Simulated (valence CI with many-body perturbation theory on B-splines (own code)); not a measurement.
## E1 line list for Ca⁷⁺

Calculated by configuration interaction combined with many-body perturbation theory (CI+MBPT): three valence electrons over a frozen Dirac-Fock core [Ne], a basis of 11 s, 11 p, 10 d, 8 f, 5 g, 2 h functions for each j, with the one-electron correlation potential Σ1 (screened to all orders), the two-electron term Σ2, the three-electron term Σ3, Breit, model QED; selected single and double excitations, second order for the rest, scaled by the run's own slope (own B-spline code, finite nucleus).

No measured levels were compared; by estimate levels hold to about 100 cm⁻¹ or 0.05 % of their energy and the worst to 300 or 400 cm⁻¹, as in measured light ions of charge 2 to 7.

Lines 1 to 50 of 521 in falling wavelength, among levels below 885470 cm⁻¹, chosen from the strongest by gf and those to the six lowest levels. Wavelengths and rates use the calculated energies, so an error of 200 cm⁻¹ moves a line at 3070 Å by 0.61 % and its rate by three times that or more. Electric multipoles are in the length gauge, E1 and E2 with the static RPA response of the core. Weak lines are less certain than strong ones. Lines between different terms over intervals too small for the method are left out, as are lines whose strength nearly cancels. Where a level lies close to another of its J and parity, the split of strength between their lines is uncertain. The highest levels of a list are the least certain.

Names give the largest LS component (configuration and term), which can be under half, so a name can repeat, a term be missing and a line seem to break the LS rules; names also repeat where a configuration has a term twice. Letters in brackets count levels of one name in rising energy.

| λ vac (Å) | Upper | Lower | A (s⁻¹) | S (a.u.) with core polarisation | S without |
| --- | --- | --- | --- | --- | --- |
| 3070 | 3s2 5p 2P°_1/2 | 3s2 5s 2S_1/2 | 2.39e+08 | 6.84e+00 | 6.84e+00 |
| 3013 | 3s2 5p 2P°_3/2 | 3s2 5s 2S_1/2 | 2.25e+08 | 1.21e+01 | 1.21e+01 |
| 2807 | 3s 3p 4f 4F_9/2 | 3s 3p 4d 4F°_7/2 | 2.35e+07 | 2.56e+00 | 2.56e+00 |
| 2769 | 3s 3p 4f 4F_7/2 | 3s 3p 4d 4F°_5/2 | 3.36e+07 | 2.82e+00 | 2.82e+00 |
| 2730 | 3s 3p 4f 4F_5/2 | 3s 3p 4d 4F°_3/2 | 4.92e+07 | 2.97e+00 | 2.97e+00 |
| 2678 | 3s 3p 4f 4G_7/2 | 3s 3p 4d 4F°_7/2 | 3.38e+07 | 2.56e+00 | 2.56e+00 |
| 2661 | 3s 3p 4f 4G_5/2 | 3s 3p 4d 4F°_5/2 | 3.72e+07 | 2.07e+00 | 2.07e+00 |
| 2609 | 3s 3p 4f 4G_5/2 | 3s 3p 4d 4F°_3/2 | 4.61e+07 | 2.43e+00 | 2.43e+00 |
| 2592 | 3s 3p 4f 4G_7/2 | 3s 3p 4d 4F°_5/2 | 8.29e+07 | 5.70e+00 | 5.70e+00 |
| 2485 | 3s2 5d 2D_5/2 | 3s 3p 4d 4F°_3/2 | 8.25e+07 | 3.75e+00 | 3.75e+00 |
| 2477 | 3s2 5d 2D_3/2 | 3s2 5p 2P°_3/2 | 9.64e+07 | 2.89e+00 | 2.89e+00 |
| 2474 | 3s2 5d 2D_5/2 | 3s2 5p 2P°_3/2 | 5.69e+08 | 2.55e+01 | 2.55e+01 |
| 2440 | 3s2 5d 2D_3/2 | 3s2 5p 2P°_1/2 | 5.72e+08 | 1.64e+01 | 1.64e+01 |
| 2346 | 3s 3p 4p 2P_3/2 [a] | 3s 3p 4s 2P°_3/2 [a] | 9.35e+07 | 2.38e+00 | 2.38e+00 |
| 2327 | 3s 3p 4f 4F_9/2 | 3s 3p 4d 4D°_7/2 | 1.83e+08 | 1.14e+01 | 1.14e+01 |
| 2321 | 3s 3p 4f 4F_7/2 | 3s 3p 4d 4D°_5/2 | 1.50e+08 | 7.43e+00 | 7.43e+00 |
| 2314 | 3s 3p 4f 4F_5/2 | 3s 3p 4d 4D°_3/2 | 1.07e+08 | 3.94e+00 | 3.94e+00 |
| 2266 | 3s 3p 4f 4F_3/2 | 3s 3p 4d 4D°_1/2 | 1.43e+08 | 3.28e+00 | 3.28e+00 |
| 2226 | 3s 3p 4f 4G_5/2 | 3s 3p 4d 4D°_3/2 | 6.01e+07 | 1.96e+00 | 1.96e+00 |
| 2213 | 3s2 4f 2F°_7/2 | 3s2 4d 2D_5/2 | 2.68e+08 | 1.15e+01 | 1.15e+01 |
| 2207 | 3s2 4f 2F°_5/2 | 3s2 4d 2D_3/2 | 2.52e+08 | 8.02e+00 | 8.01e+00 |
| 2195 | 3s 3p 4f 4G_7/2 | 3s 3p 4d 4D°_5/2 | 5.26e+07 | 2.20e+00 | 2.20e+00 |
| 1662 | 3s 3p 4p 4D_5/2 | 3s 3p 4s 4P°_5/2 | 1.22e+08 | 1.65e+00 | 1.66e+00 |
| 1620 | 3s 3p 4p 4D_3/2 | 3s 3p 4s 4P°_3/2 | 1.77e+08 | 1.48e+00 | 1.49e+00 |
| 1613 | 3s 3p 4p 2D_3/2 [b] | 3s 3p 4s 2P°_3/2 [b] | 2.51e+08 | 2.08e+00 | 2.09e+00 |
| 1606 | 3s 3p 4p 2D_3/2 [b] | 3s 3p 4s 2P°_1/2 [b] | 3.25e+08 | 2.66e+00 | 2.67e+00 |
| 1599 | 3s 3p 4p 4D_1/2 | 3s 3p 4s 4P°_1/2 | 3.71e+08 | 1.50e+00 | 1.50e+00 |
| 1596 | 3s 3p 4p 4D_7/2 | 3s 3p 4s 4P°_5/2 | 6.30e+08 | 1.01e+01 | 1.02e+01 |
| 1590 | 3s 3p 4p 4D_5/2 | 3s 3p 4s 4P°_3/2 | 4.98e+08 | 5.93e+00 | 5.96e+00 |
| 1590 | 3s 3p 4p 2D_5/2 [b] | 3s 3p 4s 2P°_3/2 [b] | 5.92e+08 | 7.04e+00 | 7.07e+00 |
| 1590 | 3s 3p 4p 2D_5/2 [a] | 3s 3p 4s 2P°_3/2 [a] | 5.85e+08 | 6.95e+00 | 6.98e+00 |
| 1587 | 3s 3p 4p 2P_1/2 [b] | 3s 3p 4s 2P°_1/2 [b] | 3.74e+08 | 1.48e+00 | 1.48e+00 |
| 1583 | 3s 3p 4p 4D_3/2 | 3s 3p 4s 4P°_1/2 | 2.82e+08 | 2.20e+00 | 2.22e+00 |
| 1579 | 3s 3p 4p 2D_3/2 [a] | 3s 3p 4s 2P°_1/2 [a] | 4.42e+08 | 3.43e+00 | 3.45e+00 |
| 1565 | 3s 3p 4p 2P_3/2 [b] | 3s 3p 4s 2P°_3/2 [b] | 3.49e+08 | 2.64e+00 | 2.65e+00 |
| 1559 | 3s 3p 4p 2P_3/2 [b] | 3s 3p 4s 2P°_1/2 [b] | 2.78e+08 | 2.08e+00 | 2.09e+00 |
| 1541 | 3s2 4p 2P°_1/2 | 3s2 4s 2S_1/2 | 6.35e+08 | 2.29e+00 | 2.30e+00 |
| 1508 | 3s2 4p 2P°_3/2 | 3s2 4s 2S_1/2 | 6.76e+08 | 4.58e+00 | 4.59e+00 |
| 1465 | 3s 3p 4d 2P°_3/2 | 3s 3p 4p 2S_1/2 [a] | 5.04e+08 | 3.13e+00 | 3.13e+00 |
| 1446 | 3s 3p 4p 4P_5/2 | 3s 3p 4s 4P°_5/2 | 6.45e+08 | 5.77e+00 | 5.80e+00 |
| 1445 | 3s 3p 4p 4P_1/2 | 3s 3p 4s 4P°_3/2 | 7.03e+08 | 2.10e+00 | 2.10e+00 |
| 1444 | 3s 3p 4d 2D°_5/2 | 3s 3p 4p 2D_5/2 [a] | 1.25e+08 | 1.12e+00 | 1.11e+00 |
| 1435 | 3s 3p 4d 2P°_1/2 | 3s 3p 4p 2S_1/2 [a] | 6.01e+08 | 1.76e+00 | 1.76e+00 |
| 1430 | 3s 3p 4p 4P_3/2 | 3s 3p 4s 4P°_3/2 | 2.84e+08 | 1.64e+00 | 1.65e+00 |
| 1409 | 3s 3p 4d 2D°_3/2 | 3s 3p 4p 2D_3/2 [a] | 2.06e+08 | 1.14e+00 | 1.13e+00 |
| 1406 | 3s 3p 4p 4S_3/2 | 3s 3p 4s 4P°_5/2 | 6.92e+08 | 3.80e+00 | 3.83e+00 |
| 1401 | 3s 3p 4p 4P_3/2 | 3s 3p 4s 4P°_1/2 | 4.23e+08 | 2.30e+00 | 2.31e+00 |
| 1392 | 3s 3p 4p 4P_5/2 | 3s 3p 4s 4P°_3/2 | 2.05e+08 | 1.63e+00 | 1.64e+00 |
| 1316 | 3s 3p 4d 4D°_5/2 | 3s 3p 4p 4P_5/2 | 2.06e+08 | 1.39e+00 | 1.39e+00 |
| 1301 | 3s 3p 4d 4D°_7/2 | 3s 3p 4p 4P_5/2 | 8.90e+08 | 7.74e+00 | 7.75e+00 |
